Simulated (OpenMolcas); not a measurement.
# Se VI: CASPT2 settings compared

```json
{
  "Program": "OpenMolcas 26.06",
  "Basis": "ANO-RCC-VDZP [5s4p2d]",
  "Scalar Hamiltonian": "DKH4, point nucleus",
  "Active space": "1 electron in 8 orbitals (4s 4p 5s 5p)",
  "State averaging": "2S+1 = 2 even, 1 root; 2S+1 = 2 odd, 3 roots",
  "Spin-orbit coupling": "state interaction with AMFI integrals over the reference wave functions, term energies averaged over their components"
}
```

Methods on the same reference wave functions:
A. CASSCF
B. SS-CASPT2, IPEA 0 Eh, imaginary shift 0.25 Eh (closed shells correlated: 3d)
C. SS-CASPT2, IPEA 0.1 Eh, imaginary shift 0.1 Eh (closed shells correlated: 3d)

Energies in cm-1 above 4s 2S 1/2, the measured ground level; measured values from Moore, Atomic Energy Levels, vol. II, NSRDS-NBS 35 (1971 reprint of NBS Circular 467, 1952).

```json
{"Level": "4s 2S 1/2", "A": "0.0", "B": "0.0", "C": "0.0", "Measured": "0.0"}
{"Level": "4p 2P* 1/2", "A": "118671", "B": "118771", "C": "118773", "Measured": "112762"}
{"Level": "4p 2P* 3/2", "A": "122363", "B": "122464", "C": "122465", "Measured": "118462"}
```

Deviations, from unrounded energies. A percentage is the sum of absolute deviations over the sum of measured energies, with the sign that they share, or ± where signs differ.

| Against measurement | Levels | A | B | C |
| --- | --- | --- | --- | --- |
| mean absolute deviation (cm-1) | 2 | 4900 | 5000 | 5000 |
| other configurations (%) | 2 | +4.2 | +4.3 | +4.3 |

A, B, C lie about equally close to measurement. The largest miss of A in the table is 4p 2P* 1/2, by +5900 cm-1. The ranking rests on the paired levels alone, and a cruder setting can come out closer through cancelling errors.

Between B and C no level of the table moves by more than 5 cm-1.

The lowest spin-free term lies below A's lowest term by 0.007 hartree in B, 0.007 hartree in C.

With one active electron outside closed inactive shells, the extra shells (5p 5s) add no correlation to the reference. The basis is small and was not contracted for so high a charge. With one active electron the reference holds no correlation, so core polarisation is missing (holds for A). With one active electron, CASPT2 adds the correlation within the correlated inactive shells and between them and that electron, and leaves the splitting within a term as the reference gives it (holds for B; C). Measured partners are found by configuration, term and J. A level has none where our copy of the source lacks it or the pairing is in doubt (some pairs that miss far off the trend of their configuration count as doubtful), and it then counts in no deviation. Only configurations of the active space appear.

* marks odd parity.
